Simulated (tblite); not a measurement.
C₇H₁₃PS.
Structure used (GFN2-xTB), in Å, numbered top down from 1:
```xyz
22
C7H13PS angstrom
C     -1.977    2.749   -0.459
C     -1.684    1.591   -0.324
P     -1.350   -0.148   -0.410
C     -2.437   -0.809    0.915
S     -1.656   -0.917   -2.162
C      0.391   -0.255    0.238
C      0.734   -1.719    0.470
C      1.289    0.415   -0.803
C      2.696    0.691   -0.289
H     -2.218    3.772   -0.518
H     -2.169   -0.403    1.889
H     -2.360   -1.896    0.918
H     -3.463   -0.536    0.668
H      0.432    0.307    1.178
H      0.116   -2.145    1.260
H      1.776   -1.833    0.758
H      0.563   -2.284   -0.447
H      0.827    1.364   -1.102
H      1.331   -0.221   -1.690
H      3.209   -0.231   -0.029
H      3.279    1.197   -1.054
H      2.661    1.329    0.592
```

Computed values, GFN2-xTB/tblite, gas phase, harmonic and unscaled. This tight-binding method is rough: wavenumbers can miss measured ones by several per cent, in bad cases by 10 to 20. One conformer, not necessarily the lowest.

Harmonic wavenumbers (cm⁻¹): 49.7, 57.3, 92.3, 107.4, 122.1, 156.5, 156.7, 196.8, 199.8, 231.6, 253.9, 281.5, 314.7, 338.9, 380.6, 421.5, 588.1, 653.4, 666.7, 684.2, 730.1, 769.3, 808.0, 840.2, 861.0, 886.6, 974.1, 1007.0, 1028.5, 1082.3, 1140.3, 1158.4, 1200.8, 1247.6, 1295.5, 1300.6, 1346.8, 1405.3, 1412.0, 1416.1, 1428.8, 1478.2, 1489.5, 1492.7, 1501.3, 1508.0, 2187.1, 2897.5, 2933.9, 2975.6, 2994.9, 2997.9, 3010.0, 3010.8, 3017.8, 3028.1, 3034.6, 3041.7, 3048.2, 3362.9.

A = 1319, B = 902.3, C = 774.1 MHz; mass 160.048 u (most abundant isotopes); point group C1, symmetry number 1.

Problem. Zero-point energy?

Solution. Half the sum of the wavenumbers: 39152 cm⁻¹ = 468.36 kJ/mol.

Problem. Give the ideal-gas entropy at 273.15 K and 1 bar in the rigid-rotor, harmonic-oscillator model (classical rotation).

Solution. Translation 170.33, rotation 125.41, vibration 161.08: S = 456.8 J/(mol K).

Problem. And Cp and H(273.15 K) − H(0)?

Solution. Cp = 188.08 J/(mol K), of which vibrations give 154.83 (their classical limit is 60 R = 498.9); H(273.15 K) − H(0) = 32.20 kJ/mol without the zero-point energy, 23.11 from vibrations.

Problem. How do the functions run with temperature in this model?

Solution. 
| T (K) | S (J/(mol K)) | Cp (J/(mol K)) | H − H(0) (kJ/mol) | G − H(0) (kJ/mol) | ln q(vib) |
| --- | --- | --- | --- | --- | --- |
| 100 | 314.9 | 104.0 | 6.56 | -24.93 | 2.43 |
| 200 | 403.6 | 154.9 | 19.65 | -61.08 | 6.41 |
| 300 | 475.0 | 200.2 | 37.41 | -105.10 | 10.19 |
| 500 | 596.9 | 280.1 | 85.81 | -212.64 | 17.16 |
| 800 | 747.4 | 360.2 | 182.82 | -415.10 | 26.54 |
| 1000 | 831.9 | 396.6 | 258.68 | -573.21 | 32.18 |

q(vib) and H(0) count from the zero-point level.

Problem. Which modes carry the vibrational entropy at 273.15 K?

Solution. 49.7 cm⁻¹: 19.48; 57.3 cm⁻¹: 18.31; 92.3 cm⁻¹: 14.39; 107.4 cm⁻¹: 13.16; 122.1 cm⁻¹: 12.13; 156.5 cm⁻¹: 10.15 J/(mol K); the other 54 give 73.46 together.

Problem. What must be added to the electronic energy to get the Gibbs energy at 273.15 K and 1 bar?

Solution. ZPE + [H(273.15 K) − H(0)] − T·S = 468.36 + 32.20 − 124.78 = 375.78 kJ/mol.

Problem. Blend soft modes into free rotors: weight 1/[1 + (100 cm⁻¹/ν̃)⁴] for the oscillator and the rest for a rotor with moment μB/(μ + B), μ = h/(8π²ν), B = 10⁻⁴⁴ kg m². What vibrational entropy results?

Solution. 149.79 J/(mol K) in place of 161.08, which changes −T·S at 273.15 K by +3.08 kJ/mol.

Hindered rotation and anharmonicity are outside this model. Other conformers, if any are populated, would add a mixing term that is left out. The structure is chiral; the term R ln 2 for an equal mix with its mirror image is left out.

Hardware: one thread, Arm Neoverse V1, no GPU, on a shared host. The figure is for the frequency step alone.
